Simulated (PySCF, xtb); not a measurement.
C2H5O2, multiplicity 2. Atoms are numbered in the order given.

```xyz
9

O      1.4312    -0.0367    -0.3368
C      0.4676    -0.7510     0.3222
C     -0.9149    -0.3048    -0.0213
O     -1.0818     1.0865     0.1339
H      2.3045    -0.3352    -0.0606
H      0.6848    -1.8005     0.5624
H     -1.1629    -0.6133    -1.0648
H     -1.6366    -0.8131     0.6384
H     -0.3013     1.4983    -0.2578
```
Charge 0, spin multiplicity 2.

The structure is a stationary point at ωB97X-D3(BJ)/def2-SVP. The isomer is the one that the SMILES or the coordinates give; other isomers of the formula were not compared. Other conformers were not sampled.

The numbers are results of C-PCM-B3LYP/def2-SVP run with PySCF, not measurements.

The values are the electrostatic part of the solvation free energy, E(continuum) − E(gas) at the gas-phase geometry, in a cavity of scaled van der Waals radii (PySCF's table); cavitation and dispersion terms are not included. The dipole moment in vacuum is 2.92 D.

Computed values in water (ε = 78.36), acetone (ε = 20.49), chlorobenzene (ε = 5.70):
```
solvent            ε  ΔG(elec) (kcal/mol)  dipole (D)
-------------  -----  -------------------  ----------
water          78.36                 -6.9        3.52
acetone        20.49                 -6.6        3.49
chlorobenzene   5.70                 -5.7        3.40
```

For comparison, GFN2-xTB/ALPB(water) (xtb, at the GFN2-xTB geometry, all terms of that model) gives -8.1 kcal/mol.
